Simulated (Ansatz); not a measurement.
F2H2O2Ti (`[OH][Ti]([OH])([F])[F]`), relaxed with RKS PBE0-D4/def2-TZVP in Ansatz from a PBE-D4/def2-SVP geometry. The force threshold is 0.005 eV/Å; the program also tests the step.

The species carries charge 0 and has multiplicity 1.

Start:

```xyz
7

O    -0.090    0.417    1.606
Ti   -0.160   -0.141   -0.091
O     1.229    0.581   -0.956
F    -0.106   -1.900   -0.176
F    -1.682    0.332   -0.844
H    -0.687    0.221    2.349
H     1.496    0.491   -1.888
```

Task: How much energy does the relaxation release, and in how many steps? (Best estimate.)

Result: The calculation gave: 1.54 kJ/mol, in 5 steps.

Task: Which bonds change most? (An estimate is asked.)

Result: Ansatz gave: O3–H7 from 0.974 to 0.958 Å; O1–H6 from 0.974 to 0.958 Å; O1–Ti2 from 1.788 to 1.778 Å; Ti2–O3 from 1.788 to 1.778 Å.

Task: Give the relaxed structure. (An estimate is asked.)

Result: The calculation gave: 
```xyz
7

O    -0.107    0.400    1.588
Ti   -0.175   -0.154   -0.100
O     1.205    0.563   -0.961
F    -0.119   -1.911   -0.183
F    -1.694    0.321   -0.852
H    -0.644    0.256    2.369
H     1.534    0.525   -1.861
```
